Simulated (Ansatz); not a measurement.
Consider the ligand exchange at a Ga–F bond: `[CH3][Ga]([F])[F]` + CH₃SH → `C[S][Ga]([CH3])[F]` + H–F.

Calculated with Ansatz (gas phase, PBE0-D4/def2-TZVP geometries, no zero-point term in ΔE). CBS: MP2 limit from def2 TZ/QZ plus the TZ coupled-cluster correction, frozen cores. This one scheme is used for every species. Functionals use def2-TZVPP. B3LYP here is the variant with VWN-RPA as its local correlation; programs differ in this. HSE06 is defined as in plane-wave codes. For Ga outer-core shells are correlated without core-valence functions, which leaves a few kJ/mol of doubt a bond. Scalar relativity is left out up to krypton. One conformer a species, not always the lowest.

```json
{"level": "LDA (SPW92)", "ΔE (kJ/mol)": "-0.6", "difference from CCSD(T)/CBS": "0.6"}
{"level": "revPBE-D4", "ΔE (kJ/mol)": "-1.7", "difference from CCSD(T)/CBS": "-0.5"}
{"level": "BLYP-D4", "ΔE (kJ/mol)": "8.3", "difference from CCSD(T)/CBS": "9.5"}
{"level": "B97M-V", "ΔE (kJ/mol)": "13.2", "difference from CCSD(T)/CBS": "14.4"}
{"level": "PBE0-D4", "ΔE (kJ/mol)": "-1.4", "difference from CCSD(T)/CBS": "-0.2"}
{"level": "B3LYP-D4", "ΔE (kJ/mol)": "7.0", "difference from CCSD(T)/CBS": "8.2"}
{"level": "r2SCANh-D4", "ΔE (kJ/mol)": "5.9", "difference from CCSD(T)/CBS": "7.1"}
{"level": "r2SCAN0-D4", "ΔE (kJ/mol)": "4.2", "difference from CCSD(T)/CBS": "5.4"}
{"level": "HSE06-D4", "ΔE (kJ/mol)": "-1.6", "difference from CCSD(T)/CBS": "-0.4"}
{"level": "BHLYP-D4", "ΔE (kJ/mol)": "7.4", "difference from CCSD(T)/CBS": "8.6"}
{"level": "ωB97X-V", "ΔE (kJ/mol)": "13.5", "difference from CCSD(T)/CBS": "14.7"}
{"level": "ωB97M-V", "ΔE (kJ/mol)": "9.2", "difference from CCSD(T)/CBS": "10.4"}
{"level": "PBE-QIDH", "ΔE (kJ/mol)": "3.5", "difference from CCSD(T)/CBS": "4.7"}
{"level": "PBE", "ΔE (kJ/mol)": "7.4", "difference from CCSD(T)/CBS": "8.6"}
{"level": "revPBE", "ΔE (kJ/mol)": "10.6", "difference from CCSD(T)/CBS": "11.8"}
{"level": "BLYP", "ΔE (kJ/mol)": "21.9", "difference from CCSD(T)/CBS": "23.1"}
{"level": "r2SCAN", "ΔE (kJ/mol)": "9.4", "difference from CCSD(T)/CBS": "10.6"}
{"level": "PBE0", "ΔE (kJ/mol)": "5.1", "difference from CCSD(T)/CBS": "6.3"}
{"level": "B3LYP", "ΔE (kJ/mol)": "18.4", "difference from CCSD(T)/CBS": "19.6"}
{"level": "r2SCANh", "ΔE (kJ/mol)": "8.2", "difference from CCSD(T)/CBS": "9.4"}
{"level": "r2SCAN0", "ΔE (kJ/mol)": "6.7", "difference from CCSD(T)/CBS": "7.9"}
{"level": "HSE06", "ΔE (kJ/mol)": "4.7", "difference from CCSD(T)/CBS": "5.9"}
{"level": "CAM-B3LYP", "ΔE (kJ/mol)": "21.8", "difference from CCSD(T)/CBS": "23.0"}
{"level": "LC-ωPBE", "ΔE (kJ/mol)": "15.5", "difference from CCSD(T)/CBS": "16.7"}
{"level": "RPA@PBE/def2-TZVPP", "ΔE (kJ/mol)": "8.8", "difference from CCSD(T)/CBS": "10.0"}
{"level": "HF/def2-SVP", "ΔE (kJ/mol)": "30.9", "difference from CCSD(T)/CBS": "32.1"}
{"level": "MP2/def2-SVP", "ΔE (kJ/mol)": "21.1", "difference from CCSD(T)/CBS": "22.3"}
{"level": "CCSD/def2-SVP", "ΔE (kJ/mol)": "25.2", "difference from CCSD(T)/CBS": "26.4"}
{"level": "CCSD(T)/def2-SVP", "ΔE (kJ/mol)": "22.5", "difference from CCSD(T)/CBS": "23.7"}
{"level": "HF/def2-TZVPP", "ΔE (kJ/mol)": "26.2", "difference from CCSD(T)/CBS": "27.4"}
{"level": "MP2/def2-TZVPP", "ΔE (kJ/mol)": "1.9", "difference from CCSD(T)/CBS": "3.1"}
{"level": "SCS-MP2/def2-TZVPP", "ΔE (kJ/mol)": "10.6", "difference from CCSD(T)/CBS": "11.8"}
{"level": "CCSD/def2-TZVPP", "ΔE (kJ/mol)": "9.5", "difference from CCSD(T)/CBS": "10.7"}
{"level": "CCSD(T)/def2-TZVPP", "ΔE (kJ/mol)": "5.9", "difference from CCSD(T)/CBS": "7.1"}
{"level": "HF/def2-QZVPP", "ΔE (kJ/mol)": "29.3", "difference from CCSD(T)/CBS": "30.5"}
{"level": "MP2/def2-QZVPP", "ΔE (kJ/mol)": "-1.2", "difference from CCSD(T)/CBS": "0.0"}
{"level": "SCS-MP2/def2-QZVPP", "ΔE (kJ/mol)": "8.0", "difference from CCSD(T)/CBS": "9.2"}
{"level": "HF/CBS(def2)", "ΔE (kJ/mol)": "29.7", "difference from CCSD(T)/CBS": "30.9"}
{"level": "MP2/CBS(def2)", "ΔE (kJ/mol)": "-5.2", "difference from CCSD(T)/CBS": "-4.0"}
{"level": "CCSD/CBS(def2)", "ΔE (kJ/mol)": "2.4", "difference from CCSD(T)/CBS": "3.6"}
{"level": "CCSD(T)/CBS", "ΔE (kJ/mol)": "-1.2", "difference from CCSD(T)/CBS": "0"}
```

Largest T1 diagnostic among the species: 0.014.

Leaving LDA and LC-ωPBE aside and taking each functional with its dispersion term where it has one, the values, not all of them listed here, spread over 16.5 kJ/mol, from revPBE-D4 to CAM-B3LYP-D4. LDA lies −8.0 kJ/mol from PBE without D4. The D4 term adds −11.5 kJ/mol with B3LYP and −6.5 kJ/mol with PBE0; it sums over pairs of atoms, weighted by their polarisabilities, and B3LYP, whose exchange is more repulsive, gets the larger term. In def2-TZVPP, CCSD(T) changes the Hartree–Fock value by −20.3 kJ/mol (the triples alone add −3.6 kJ/mol) and MP2 by −24.3 kJ/mol.
